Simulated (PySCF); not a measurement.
**Correlation energy of Kr(2+) (krypton, charge +2)**

[Ar] 3d10 4s2 4p4, high-spin 3P determinant. Computed with PySCF 2.14 in cc-pVDZ-PP with ECP10MDF (4s3p2d, 23 functions), with a scalar-relativistic core potential. Frozen: 3s2 3p6 3d10; 6 electrons correlated.

MP2 pair energies summed by pair of shells (mhartree):

```csv
pair,energy,share (%)
4p-4p,-36.11,49.5
4s-4p,-31.63,43.4
4s-4s,-5.14,7.1
```

Total MP2 correlation energy: -72.88 mhartree.

Same-spin part -18.03 and opposite-spin part -54.84 mhartree; SCS-MP2 scales them by 1/3 and 6/5 to -71.82 mhartree.

```json
{"level": "CCSD", "correlation energy (mhartree)": "-88.02"}
{"level": "(T)", "correlation energy (mhartree)": "-0.74"}
{"level": "CCSD(T)", "correlation energy (mhartree)": "-88.76"}
```

Diagnostics: T1 = 0.0054, D1 = 0.0178, largest double amplitude 0.052.

Q: Is a single reference adequate?

A: Yes, within this model without spin-orbit coupling: T1 lies below 0.03 and no double amplitude reaches 0.07.
